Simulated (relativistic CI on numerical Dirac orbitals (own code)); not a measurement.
## Fe2+ in a cubic cluster: 2p photoemission with charge transfer

Computed with a charge-transfer multiplet model of a cubic metal-ligand cluster with up to 2 ligand holes, Slater and spin-orbit integrals from Dirac-Coulomb-Breit ions, Slater integrals scaled by 0.7. The parameters are those of a tetrahedral site (10Dq negative, t2 hopping the larger). The ground state mixes d6 with configurations of k ligand holes L, whose averages lie at kΔ + k(k − 1)U_dd/2; a core hole lowers each added d electron by U_cd. 20 K, Lorentzian 0.6 eV and Gaussian 0.8 eV FWHM.

Atomic integrals in eV (Slater integrals scaled, ζ unscaled), ground: F2dd 7.632, F4dd 4.739, zeta_d 0.049; with the core hole: F2dd 8.932, F4dd 5.587, zeta_d 0.075, zeta_core 8.130, F2cd 5.236, G1cd 3.950, G3cd 2.245.

Cluster parameters (eV): U_dd = 5.9, U_cd = 7.6, 10Dq = -0.15, 10Dq(ligand) = 0, V(eg) = 1.05, V(t2g) = -1.78, final-state hopping factor = 1.

Weights, n_d and S are thermal averages at 20 K. Binding energies count from the first peak over 30 % of the highest in each spectrum, which can be another peak from case to case. The parameters are a model scan and need not match a compound or its usual spin state. Peaks in eV (height, largest 100): 0.0 (100), 6.7 (42), 9.9 (14), 13.6 (70), 19.7 (27).

Problem. Which parameters give this spectrum?
A. Δ = 2.7 eV
B. Δ = 3.7 eV
C. Δ = 5.7 eV

Solution. C. Δ = 5.7 eV; the ground state then has 6.16 d electrons and S = 2.00. The choice follows from running the model for each set and comparing peak positions and heights.
